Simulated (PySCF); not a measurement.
Working with the constants of ZnF

UHF-CCSD(T) constants of ZnF, ²Σ⁺ (doublet), unpaired electrons σ ↑ (basis Zn x2c-SVPall, F x2c-SVPall; spin-free X2C with a Gaussian nucleus; PySCF 2.14; masses 63.9291 and 18.9984 u):

* ωe: 643.2 cm⁻¹
* ωexe: 2.92 cm⁻¹
* Be: 0.36134 cm⁻¹
* αe: 0.00239 cm⁻¹
* D (centrifugal): 4.56e-07 cm⁻¹
* De to Zn + F: 2.62 eV

**Question.** Give the vibrational terms G(v) and spacings up to v = 6.

**Answer.** G(v) = ωe(v+½) − ωexe(v+½)².

```csv
v,G(v) (cm⁻¹),G(v) − G(v−1),Bv (cm⁻¹)
0,321,,0.3601
1,958,637,0.3578
2,1590,632,0.3554
3,2215,626,0.3530
4,2835,620,0.3506
5,3449,614,0.3482
6,4057,608,0.3458
```

**Question.** How well does the Morse estimate ωe²/(4ωexe) reproduce De, and what is D0?

**Answer.** It gives 4.39 eV, 168 % of the computed De. D0 = De − G(0) = 2.62 − 0.04 = 2.58 eV.

Correlated steps freeze 6 core orbitals. Correlated levels converge slowly with the basis: in double zeta they bind strong bonds too weakly, by up to about 1 eV, and carry superposition errors of some tenths. The state is the lowest determinant that a PBE0 search found; another state may lie lower at other levels.
